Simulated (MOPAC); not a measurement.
MOPAC input (PM3):

```
PM3 PRECISE GNORM=0.05 LET XYZ CHARGE=1 GEO-OK AUX(PRECISION=9) THREADS=1
HF2OS

O     1.26266590 1   -0.56782754 1    0.24651039 1
S    -0.15905165 1   -0.06174957 1    0.42039352 1
F    -0.92039015 1   -0.69724690 1   -0.75349422 1
F    -0.11117853 1    1.36670338 1   -0.14417350 1
H     1.72761739 1   -0.49449504 1   -0.61936988 1
```

From the last part of the output:

```
                                                       MOPAC v23.2.5 Linux

          FINAL HEAT OF FORMATION =         50.21355 KCAL/MOL =     210.09348 KJ/MOL

          COSMO AREA              =         88.38 SQUARE ANGSTROMS
          COSMO VOLUME            =         71.60 CUBIC ANGSTROMS

          GRADIENT NORM           =          0.01693          =       0.00757 PER ATOM
          IONIZATION POTENTIAL    =         18.176219 EV
          HOMO LUMO ENERGIES (EV) =        -18.176 -7.092
          NO. OF FILLED LEVELS    =         13
          MOLECULAR WEIGHT        =         87.0641         POINT GROUP:  Cs

          MOLECULAR DIMENSIONS (Angstroms)

            Atom       Atom       Distance
            H     5    F     4     2.70753
            F     3    H     5     2.04072
            S     2    F     3     0.94767

          SCF CALCULATIONS        =         13

   ATOM   CHEMICAL          X               Y               Z
  NUMBER   SYMBOL      (ANGSTROMS)     (ANGSTROMS)     (ANGSTROMS)

     1       O          1.32017265  *  -0.58212359  *   0.21856339  *
     2       S         -0.21680923  *  -0.04473357  *   0.43945925  *
     3       F         -0.90673699  *  -0.67274410  *  -0.74662104  *
     4       F         -0.11767414  *   1.33981562  *  -0.15247223  *
     5       H          1.79317090  *  -0.52315084  *  -0.60936298  *

                             CARTESIAN COORDINATES

   1    O        1.320172647    -0.582123589     0.218563394
   2    S       -0.216809226    -0.044733573     0.439459250
   3    F       -0.906736989    -0.672744095    -0.746621039
   4    F       -0.117674138     1.339815624    -0.152472234
   5    H        1.793170900    -0.523150837    -0.609362977

           Empirical Formula: H O S F2  =     5 atoms

      MOLECULAR POINT GROUP   :   Cs

                  EIGENVALUES
 -45.09323 -37.40882 -31.87756 -28.00361 -25.94701 -25.30335 -24.97670 -24.13295
 -24.01859 -23.44445 -21.21601 -20.52053 -18.17622  -7.09223  -6.96435  -6.72256
  -2.17890

              NET ATOMIC CHARGES AND DIPOLE CONTRIBUTIONS

  ATOM NO.   TYPE          CHARGE      No. of ELECS.   s-Pop       p-Pop
    1          O          -0.440921        6.4409     1.78966     4.65126
    2          S           1.465459        4.5345     1.79365     2.74089
    3          F          -0.171006        7.1710     1.65381     5.51720
    4          F          -0.171007        7.1710     1.65381     5.51720
    5          H           0.317475        0.6825     0.68253
 DIPOLE           X         Y         Z       TOTAL
 POINT-CHG.    -0.554    -0.505     2.446     2.558
 HYBRID         0.895     0.212    -1.908     2.118
 SUM            0.341    -0.292     0.538     0.701

          ATOMIC ORBITAL ELECTRON POPULATIONS

     Atom    s        px        py        pz
    1  O   1.78966   1.29975   1.82746   1.52405
    2  S   1.79365   0.85641   0.78567   1.09881
    3  F   1.65381   1.87915   1.88885   1.74920
    4  F   1.65381   1.94380   1.66761   1.90579
    5  H   0.68253

 **********************
 *                    *
 * JOB ENDED NORMALLY *
 *                    *
 **********************

 == MOPAC DONE ==
```

The dipole moment of an ion depends on the origin.

The geometry given is a B3LYP-D3(BJ)/def2-TZVP minimum.
